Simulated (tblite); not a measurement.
A geometry optimisation, step by step.

C4H16N2PSi (charge +1).
Numbering: `[CH3:1][N:2]([CH3:3])[P@+:4]([CH3:5])([NH2:6])[CH2:7][SiH3:8]` (hydrogens: H9, H10, H11 on C1; H12, H13, H14 on C3; H15, H16, H17 on C5; H18, H19 on N6; H20, H21 on C7; H22, H23, H24 on Si8)

Computed with GFN2-xTB (tblite), gas phase: L-BFGS steps from a force-field or distance-geometry start until the largest atomic force falls under 0.01 eV/Å. 5 of its 160 geometries are shown.

Step 0: E = -718.9174 eV, largest atomic force 2.370 eV/Å
```
atom  x, y, z in Å  |  force x, y, z in eV/Å
C1      1.784   -0.887    1.219   -0.093  -0.471   1.190
N2      1.421   -0.199    0.005   -1.673   1.358   0.988
C3      1.906   -0.782   -1.193    0.984  -0.286  -1.402
P4     -0.069    0.620   -0.023   -0.353  -0.287   2.000
C5      0.085    2.304   -0.665    0.632   0.979  -0.478
N6     -0.639    0.790    1.637    1.469   0.179  -1.548
C7     -1.391   -0.183   -0.932   -0.361   0.976  -0.779
Si8    -2.440   -1.282    0.152   -1.282  -1.385   0.853
H9      2.880   -0.739    1.366   -0.817  -0.238   0.136
H10     1.533   -1.972    1.189    0.371   0.513  -0.119
H11     1.194   -0.487    2.090    0.822  -0.249  -0.789
H12     2.883   -1.256   -0.970   -0.399   0.306  -0.128
H13     2.096    0.003   -1.962   -0.233  -0.492   0.386
H14     1.277   -1.574   -1.627   -0.004   0.192   0.109
H15     1.165    2.582   -0.762   -0.832  -0.157   0.003
H16    -0.387    3.018    0.049    0.288  -0.488  -0.560
H17    -0.414    2.397   -1.657    0.446  -0.012   0.690
H18    -1.606    1.137    1.697    0.778   0.004  -0.066
H19     0.050    1.357    2.183   -0.963  -0.442  -0.515
H20    -2.067    0.631   -1.278    0.482  -0.324   0.084
H21    -1.053   -0.705   -1.829    0.191   0.133   0.175
H22    -2.715   -0.694    1.468    0.028   0.017  -0.149
H23    -1.756   -2.557    0.346    0.151   0.023  -0.037
H24    -3.749   -1.502   -0.494    0.368   0.153  -0.044
```

Step 40: E = -719.7231 eV, largest atomic force 0.207 eV/Å
```
atom  x, y, z in Å  |  force x, y, z in eV/Å
C1      1.620   -1.084    1.228   -0.059   0.028  -0.069
N2      1.288   -0.179    0.134   -0.011  -0.008  -0.040
C3      1.831   -0.581   -1.159    0.096   0.014  -0.057
P4     -0.111    0.697    0.072   -0.085  -0.105   0.095
C5      0.291    2.223   -0.839    0.054   0.134  -0.035
N6     -0.510    0.994    1.643   -0.005   0.028   0.035
C7     -1.527   -0.073   -0.733   -0.150  -0.035  -0.059
Si8    -2.456   -1.499    0.204    0.109   0.132  -0.109
H9      2.697   -1.005    1.416   -0.198  -0.054   0.023
H10     1.377   -2.124    0.984    0.053   0.098   0.008
H11     1.066   -0.797    2.122    0.103  -0.026  -0.073
H12     2.923   -0.596   -1.100   -0.088  -0.030   0.017
H13     1.544    0.145   -1.925    0.027  -0.127   0.078
H14     1.488   -1.579   -1.464    0.038   0.146   0.068
H15     1.340    2.468   -0.703    0.122   0.000   0.025
H16    -0.305    3.046   -0.448   -0.091  -0.007   0.028
H17     0.078    2.130   -1.899   -0.003  -0.024  -0.052
H18    -1.461    1.306    1.790    0.001  -0.014  -0.009
H19     0.143    1.553    2.180    0.055  -0.029  -0.035
H20    -2.249    0.717   -0.948    0.060   0.042   0.008
H21    -1.153   -0.421   -1.700   -0.063  -0.045   0.052
H22    -2.887   -0.919    1.476   -0.018  -0.050  -0.011
H23    -1.492   -2.577    0.385    0.032  -0.046   0.031
H24    -3.546   -1.827   -0.710    0.019  -0.022   0.080
```

Step 80: E = -719.7720 eV, largest atomic force 0.048 eV/Å
```
atom  x, y, z in Å  |  force x, y, z in eV/Å
C1      1.450   -1.155    1.170    0.006  -0.017  -0.025
N2      1.237   -0.190    0.100    0.016   0.024  -0.004
C3      1.900   -0.550   -1.147   -0.001   0.009  -0.004
P4     -0.139    0.717    0.025    0.019   0.033  -0.007
C5      0.314    2.239   -0.878   -0.016   0.006  -0.005
N6     -0.485    1.042    1.604    0.007   0.012  -0.009
C7     -1.610   -0.023   -0.712    0.022   0.010   0.018
Si8    -2.350   -1.519    0.271   -0.003  -0.003   0.005
H9      2.500   -1.124    1.461    0.008   0.027   0.020
H10     1.220   -2.171    0.848   -0.028  -0.037  -0.013
H11     0.831   -0.903    2.028    0.018  -0.020  -0.010
H12     2.980   -0.532   -0.994   -0.004  -0.014   0.014
H13     1.652    0.163   -1.930    0.006   0.007   0.012
H14     1.617   -1.551   -1.485   -0.008  -0.003   0.025
H15     1.293    2.575   -0.537   -0.007  -0.015  -0.012
H16    -0.426    3.006   -0.650   -0.020   0.004   0.007
H17     0.331    2.099   -1.955    0.008  -0.024  -0.002
H18    -1.391    1.456    1.779    0.011  -0.004   0.007
H19     0.253    1.518    2.111   -0.015   0.007   0.024
H20    -2.354    0.768   -0.817   -0.003  -0.015  -0.011
H21    -1.325   -0.332   -1.719   -0.019  -0.012  -0.001
H22    -2.763   -1.001    1.574   -0.008   0.008  -0.010
H23    -1.300   -2.523    0.423    0.039   0.002  -0.023
H24    -3.446   -1.988   -0.564   -0.026   0.015   0.004
```

Step 119: E = -719.7829 eV, largest atomic force 0.045 eV/Å
```
atom  x, y, z in Å  |  force x, y, z in eV/Å
C1      1.370   -1.191    1.149    0.005  -0.007   0.000
N2      1.259   -0.156    0.128   -0.025   0.024  -0.001
C3      1.961   -0.497   -1.103   -0.008  -0.001   0.011
P4     -0.128    0.735    0.026   -0.043   0.013   0.003
C5      0.279    2.222   -0.945    0.000   0.015  -0.003
N6     -0.462    1.095    1.599    0.011   0.019  -0.007
C7     -1.600   -0.034   -0.679   -0.030   0.006  -0.016
Si8    -2.306   -1.546    0.301   -0.013   0.030  -0.017
H9      2.389   -1.188    1.536    0.036   0.001   0.006
H10     1.161   -2.182    0.743   -0.005  -0.030  -0.018
H11     0.681   -0.992    1.966   -0.002   0.013  -0.002
H12     3.011   -0.666   -0.865    0.014  -0.001   0.001
H13     1.898    0.321   -1.817    0.003  -0.011   0.016
H14     1.561   -1.404   -1.563    0.020  -0.018  -0.014
H15     1.232    2.628   -0.605   -0.002   0.005  -0.004
H16    -0.509    2.958   -0.779    0.020   0.006   0.008
H17     0.328    2.014   -2.011    0.001   0.002   0.004
H18    -1.368    1.498    1.796    0.017   0.004  -0.025
H19     0.284    1.569    2.095   -0.015   0.003   0.020
H20    -2.359    0.744   -0.769    0.013  -0.012   0.022
H21    -1.337   -0.334   -1.695    0.008  -0.014   0.003
H22    -2.532   -1.089    1.671    0.003  -0.016   0.005
H23    -1.296   -2.600    0.243    0.000  -0.020  -0.004
H24    -3.529   -1.885   -0.414   -0.007  -0.012   0.014
```

Step 159: E = -719.7894 eV, largest atomic force 0.009 eV/Å
```
atom  x, y, z in Å  |  force x, y, z in eV/Å
C1      1.315   -1.214    1.138   -0.002  -0.002   0.000
N2      1.244   -0.156    0.138   -0.001  -0.002  -0.003
C3      2.022   -0.459   -1.056    0.001   0.000   0.006
P4     -0.138    0.740    0.011    0.002   0.000   0.001
C5      0.282    2.204   -0.990    0.001   0.001   0.002
N6     -0.474    1.134    1.575    0.003   0.002   0.001
C7     -1.628   -0.031   -0.659   -0.001   0.005  -0.001
Si8    -2.288   -1.574    0.306   -0.002  -0.004  -0.006
H9      2.328   -1.242    1.542    0.005   0.001  -0.001
H10     1.089   -2.193    0.709    0.001  -0.005  -0.004
H11     0.618   -1.013    1.947   -0.005   0.006   0.002
H12     3.064   -0.594   -0.762    0.001  -0.002   0.004
H13     1.972    0.363   -1.765   -0.007  -0.002  -0.006
H14     1.685   -1.376   -1.547   -0.005   0.001   0.004
H15     1.255    2.587   -0.684    0.000   0.000   0.002
H16    -0.476    2.965   -0.808   -0.004   0.000  -0.002
H17     0.292    1.981   -2.054    0.000   0.002   0.004
H18    -1.372    1.565    1.750    0.001   0.000   0.001
H19     0.274    1.587    2.086    0.003   0.006  -0.002
H20    -2.394    0.745   -0.691    0.000  -0.002  -0.002
H21    -1.406   -0.301   -1.692   -0.001  -0.005   0.001
H22    -2.309   -1.220    1.724    0.001   0.001   0.003
H23    -1.353   -2.666    0.040   -0.001  -0.002  -0.007
H24    -3.614   -1.808   -0.249    0.008   0.002   0.002
```

Question: Summarise the path.

Answer: The energy falls by 84.13 kJ/mol from step 0 to step 159; nine tenths of that is first reached at step 38. It falls at every step. The largest force goes from 2.370 to 0.009 eV/Å. Among the bonds P4–N6 changes most, from 1.764 to 1.648 Å; the atoms move by 0.555 Å rms after alignment.

Question: Follow the three bonds and two angles with the largest change from start to end.

Answer: 
| step | E above end (kJ/mol) | largest force (eV/Å) | P4–N6 (Å) | C7–Si8 (Å) | N2–P4 (Å) | P4–C7–H21 (°) | H22–Si8–H24 (°) |
| --- | --- | --- | --- | --- | --- | --- | --- |
| 0 | 84.13 | 2.370 | 1.764 | 1.866 | 1.700 | 113.7 | 106.6 |
| 7 | 32.66 | 0.351 | 1.659 | 1.937 | 1.656 | 107.3 | 110.3 |
| 14 | 25.01 | 0.259 | 1.645 | 1.932 | 1.649 | 106.4 | 110.9 |
| 21 | 16.15 | 0.244 | 1.648 | 1.956 | 1.659 | 107.2 | 112.8 |
| 28 | 11.60 | 0.141 | 1.648 | 1.936 | 1.655 | 104.7 | 111.8 |
| 35 | 9.27 | 0.164 | 1.649 | 1.931 | 1.649 | 104.1 | 113.7 |
| 41 | 5.76 | 0.171 | 1.648 | 1.938 | 1.652 | 105.5 | 114.1 |
| 48 | 4.05 | 0.110 | 1.647 | 1.935 | 1.650 | 106.7 | 113.1 |
| 55 | 2.98 | 0.077 | 1.647 | 1.937 | 1.649 | 106.6 | 113.7 |
| 62 | 2.48 | 0.054 | 1.647 | 1.933 | 1.651 | 106.0 | 113.7 |
| 69 | 2.16 | 0.037 | 1.647 | 1.935 | 1.649 | 106.4 | 113.1 |
| 76 | 1.89 | 0.045 | 1.647 | 1.938 | 1.649 | 106.4 | 113.9 |
| 83 | 1.49 | 0.049 | 1.648 | 1.938 | 1.652 | 106.6 | 114.5 |
| 90 | 1.23 | 0.030 | 1.649 | 1.936 | 1.652 | 106.9 | 113.6 |
| 97 | 1.07 | 0.038 | 1.648 | 1.936 | 1.652 | 106.5 | 113.4 |
| 104 | 0.93 | 0.026 | 1.648 | 1.936 | 1.652 | 106.3 | 113.6 |
| 111 | 0.81 | 0.036 | 1.648 | 1.936 | 1.651 | 106.3 | 114.0 |
| 118 | 0.67 | 0.037 | 1.648 | 1.935 | 1.652 | 106.5 | 113.9 |
| 124 | 0.45 | 0.042 | 1.647 | 1.934 | 1.652 | 106.3 | 113.2 |
| 131 | 0.22 | 0.026 | 1.647 | 1.937 | 1.652 | 106.5 | 113.3 |
| 138 | 0.14 | 0.023 | 1.648 | 1.936 | 1.652 | 106.6 | 113.6 |
| 145 | 0.08 | 0.021 | 1.648 | 1.937 | 1.651 | 106.7 | 113.6 |
| 152 | 0.03 | 0.018 | 1.648 | 1.936 | 1.651 | 106.9 | 113.3 |
| 159 | 0.00 | 0.009 | 1.648 | 1.937 | 1.651 | 106.8 | 113.3 |

What follows is the cost of the whole relaxation. Hardware: one thread, Arm Neoverse V2 (aarch64), on a shared host. Cost: 1.3 s.
